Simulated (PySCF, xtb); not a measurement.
Ge(Et)(OH)3 (C2H8GeO3), SMILES C[CH2][Ge]([OH])([OH])[OH].

xtb with GFN2-xTB at its own geometry gives an orbital gap of 7.12 eV and a dipole moment of 2.24 D.

Geometry: B3LYP-D3(BJ)/def2-SVP. Other conformers were not sampled.

Question: What does PBE/def2-TZVP run with PySCF give? (An estimate is asked for; the answer gives what the named calculation found.)

Answer: gap 6.01 eV (levels -6.82 and -0.81 eV), dipole 1.89 D.
